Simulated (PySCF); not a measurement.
Isomers of C2H9B2N. Method: PBE0-D3(BJ)/def2-SVP geometry optimisation, gas phase in PySCF 2.14.0. Energies are electronic, without zero-point or thermal terms, for one conformer each. No frequencies were run at this level. Point groups hold within 0.08 Å.

Question: Rank from lowest to highest electronic energy at this level (kcal/mol).
A. `[BH2:1][NH:2][BH:3][CH2:4][CH3:5]` with B1–N2–B3–C4 -179°, N2–B3–C4–C5 -1°
B. `BNB(C)C`

Answer: B (0.0), A (12.2).

| SMILES | E (Eh) | E rel (kcal/mol) | dipole (D) | point group | A, B, C (MHz) |
| --- | --- | --- | --- | --- | --- |
| BNB(C)C | -185.79657 | 0.0 | 1.39 | – | 7236, 3658, 2504 |
| BNBCC | -185.77713 | 12.2 | 1.74 | – | 12864, 2569, 2199 |

Question: How do the relative energies change in single points at PBE0/pcSseg-1 (no added dispersion term) on the same geometries?

Answer: 
```json
{"SMILES": "BNB(C)C", "PBE0-D3(BJ)/def2-SVP (kcal/mol)": "0.0", "PBE0/pcSseg-1 (kcal/mol)": "0.0", "shift": "0.0"}
{"SMILES": "BNBCC", "PBE0-D3(BJ)/def2-SVP (kcal/mol)": "12.2", "PBE0/pcSseg-1 (kcal/mol)": "12.1", "shift": "-0.1"}
```

Each column counts from its own lowest isomer. The order is unchanged; the largest shift is 0.1 kcal/mol.
